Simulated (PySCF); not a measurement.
pentalene (C8H6), SMILES C1=CC2=CC=CC2=C1. Atoms are numbered in the order given.

```xyz
14

C     -0.0651    -2.1715     0.0000
C      1.0957    -1.4760     0.0000
C      0.7338    -0.0383     0.0000
C      1.2284     1.2184     0.0000
C      0.0651     2.1715     0.0000
C     -1.0957     1.4760     0.0000
C     -0.7338     0.0383     0.0000
C     -1.2284    -1.2184     0.0000
H     -0.1665    -3.2586     0.0000
H      2.1046    -1.8896     0.0000
H      2.2763     1.5276     0.0000
H      0.1665     3.2586     0.0000
H     -2.1046     1.8896     0.0000
H     -2.2763    -1.5276     0.0000
```

Coordinates come from a ωB97X-D3(BJ)/def2-SVP optimisation.

These are PySCF with TDA-PBE/def2-SVPD values and carry that method's errors.

Vertical excitations.  State labels are in the subgroup C2h.

| state | symmetry | energy (eV) | λ (nm) | f | main pairs |
|---|---|---|---|---|---|
| S1 | Ag | 1.68 | 736 | 0.000 | HOMO→LUMO 98 % |
| S2 | Bu | 3.85 | 322 | 0.105 | HOMO−1→LUMO 81 % |
| S3 | Bu | 4.56 | 272 | 0.023 | HOMO−2→LUMO 54 %, HOMO→LUMO+1 40 % |
| S4 | Au | 4.64 | 267 | 0.000 | HOMO−3→LUMO 100 % |
| S5 | Bg | 5.09 | 243 | 0.000 | HOMO−4→LUMO 100 % |
| S6 | Au | 5.30 | 234 | 0.005 | HOMO→LUMO+2 100 % |
| T1 | Ag | 0.94 | 1316 | 0 | HOMO→LUMO 99 % |
| T2 | Bu | 2.21 | 560 | 0 | HOMO−1→LUMO 99 % |
Triplets are in the Tamm–Dancoff approximation.
